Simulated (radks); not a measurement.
Spherical quantum dot in the effective-mass picture: electrons in a well V = -V0 / (1 + exp((r - R)/a)) with V0 = 3.88, R = 10.8, a = 1.1, all in effective atomic units (hartree* = m*/eps^2 hartree, bohr* = eps/m* bohr), one dielectric constant everywhere. Method: non-relativistic Kohn-Sham, PBE, spin-polarised, spherical densities; computed with a radial shooting solver with Libxc functionals. Levels are named by radial order and angular momentum (1s, 1p, 1d, 2s, ...), and open shells are averaged over m. Results are scaled to m* = 0.083 and eps = 15.7, for which hartree* = 9.163 meV and bohr* = 10.01 nm.

N = 4, configuration 1s2 1p(up 2, down 0). This is the lowest configuration that the search found (a dilute case). Occupied and some empty levels:

level    occupation  eigenvalue (meV)  <r> (nm)
1s up             1           -29.918     52.72
1s down           1           -29.705     49.93
1p up             2           -29.504     56.98
1p down           0           -29.235     55.91
1d up             0           -28.863     60.61
1d down           0           -28.566     60.26
1f up             0           -28.045     63.74
2s up             0           -27.965     45.61
2s down           0           -27.949     45.52
1f down           0           -27.737     63.78

Energy (meV): total -129.442, kinetic 2.9886, external -139.92, Hartree 12.199, exchange-correlation -4.7141.
